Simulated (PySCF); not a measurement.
## Dipole moment and polarisability of `CCCC(F)=C(F)F`

C5H7F3.
Numbering: `[CH3:1][CH2:2][CH2:3][C:4]([F:5])=[C:6]([F:7])[F:8]` (hydrogens: H9, H10, H11 on C1; H12, H13 on C2; H14, H15 on C3)

Cartesian coordinates in Å at the GFN2-xTB level; atoms count from 1:
```
atom  x, y, z in Å
C1    -2.0966   -0.5217   -0.5776
C2    -0.9038    0.3613   -0.2391
C3     0.3778   -0.4731   -0.1042
C4     1.5578    0.3945    0.1778
F5     1.9658    1.1705   -0.8463
C6     2.2011    0.4846    1.3340
F7     3.2393    1.2649    1.6012
F8     1.8708   -0.2387    2.4011
H9    -2.2626   -1.2587    0.2047
H10   -2.9954    0.0808   -0.6768
H11   -1.9310   -1.0465   -1.5156
H12   -1.0892    0.8876    0.6992
H13   -0.7639    1.1072   -1.0234
H14    0.5578   -1.0045   -1.0419
H15    0.2678   -1.2002    0.7003
```

Level: CAM-B3LYP/def2-SVPD (PySCF), static field, nuclei fixed, core orbitals frozen in the response. The polarisability tensor in these axes (au):

```
x   71.47  6.17 10.93
y    6.17 55.52  0.67
z   10.93  0.67 65.53
```

Question: Diagonalise the tensor; give its mean and Δα, where Δα² is half the sum of the squared differences of the eigenvalues.

Answer: Principal values 52.36, 59.22 and 80.95 au; mean 64.18 au = 9.51 Å³ = 10.58 × 10⁻⁴⁰ C²·m²/J; Δα = 25.85 au (40 % of the mean).

Question: What is the dipole moment, and where does it point?

Answer: (-1.93, -1.10, -0.52) D, 2.28 D in size, pointing from the negative to the positive side. Measured along this direction, the outermost atoms are F7 at the negative end and H10 at the positive end.

Question: Find the Langevin capture rate constant for O2+ (31.990 u) meeting this molecule (124.050 u), k = 2.342 × 10⁻⁹ cm³/s × √(α in Å³ / reduced mass in u).

Answer: The reduced mass is 25.43 u, so k = 1.43 × 10⁻⁹ cm³/s. The formula leaves out the permanent dipole, which adds to the capture rate.

Question: Along which axes do the principal values lie, and how far do the nuclei extend along each?

Answer: Largest value along (0.79, 0.21, 0.57), where the nuclei span 6.50 Å; middle along (-0.40, -0.53, 0.75), 3.76 Å; least along (-0.46, 0.82, 0.34), 2.90 Å. The response follows the extents in order.

Question: Estimate the molar refractivity from the static electronic polarisability.

Answer: Lorentz–Lorenz: R = (4π/3)N_A α = 2.5225 cm³/(mol·Å³) × 9.51 Å³ = 24.0 cm³/mol, in the limit of long wavelengths.

Isolated species at its GFN2-xTB geometry (one conformer only).
